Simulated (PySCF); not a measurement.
ZrCl2(OH)2, optimised at PBE/def2-SVP:

```xyz
7

O      0.2650     0.8306    -1.7752
Zr     0.1548    -0.0180    -0.0691
O      0.1435    -1.9170    -0.2616
Cl     2.0449     0.6116     1.2249
Cl    -1.8586     0.6577     0.9957
H      0.3223     1.1353    -2.6914
H      0.1457    -2.8561    -0.4930
```

Computed with PySCF (xtb for GFN2) and rigid-rotor harmonic-oscillator thermochemistry at 1 bar. All species are closed-shell singlets. Zr: scalar-relativistic def2 core potential, no spin-orbit coupling. ZrCl2(OH)2: computed as isolated molecules; such fragments, hydroxides, amides, oligomers or adducts are transient or little studied in the gas.

Question: List the harmonic frequencies (cm⁻¹, unscaled) at this level and at the other levels, each on its own geometry.

Answer: 
- PBE/def2-SVP: 94, 124, 135, 140, 169, 199, 278, 307, 332, 374, 403, 732, 733, 3857, 3861
- GFN2-xTB: 52, 57, 79, 106, 106, 168, 202, 236, 332, 365, 388, 593, 618, 3602, 3604
- PBE0/def2-TZVP: 98, 123, 140, 145, 155, 174, 237, 272, 295, 384, 410, 738, 746, 3992, 3996
